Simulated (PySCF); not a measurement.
Mo(17+): ionisation energy

Mo(17+) [Ar] 3d7 [3d3/2^4 3d5/2^3, M_J = 9/2] → Mo(18+) [Ar] 3d6 [3d3/2^4 3d5/2^2, M_J = 4], as a difference of total energies. Computed with PySCF 2.14 in an uncontracted even-tempered set (17 s from 1.7 bohr⁻², ratio 2.8; 12 p from 2.2 bohr⁻², ratio 2.8; 8 d from 2.2 bohr⁻², ratio 2.8; 4 f from 9.6 bohr⁻², ratio 3), with the two-component X2C-1e Hamiltonian. Correlated levels: [Ne] frozen; the 76 highest virtual spinors dropped. "Screened" scales the spin-orbit matrix elements by Boettger's factors to mimic the two-electron term; Breit and QED terms are absent.

| method | ionisation energy (eV) |
| --- | --- |
| GHF (spin-free) | 702.93 |
| GMP2 (spin-free) | 704.09 |
| GHF (screened spin-orbit) | 703.44 |
| GMP2 (screened spin-orbit) | 704.57 |

**Question.** How much does correlation contribute at GMP2 (screened spin-orbit)?

**Answer.** 704.57 − (703.44) = 1.13 eV, measured against GHF (screened spin-orbit).

Breit and QED terms and the two-electron picture change are absent.

The spin-free rows relax to the high-spin LS determinant and lack the spin-orbit shift.

The labels give the starting determinants; with spin-orbit coupling the two ends relaxed to ⟨J²⟩ = 24.75, ⟨L²⟩ = 12.65, ⟨S²⟩ = 3.52 and ⟨J²⟩ = 20.02, ⟨L²⟩ = 6.46, ⟨S²⟩ = 5.72.

For comparison: 702 ± 3 eV (theoretical estimate listed by NIST; NIST Atomic Spectra Database, ionization energies).
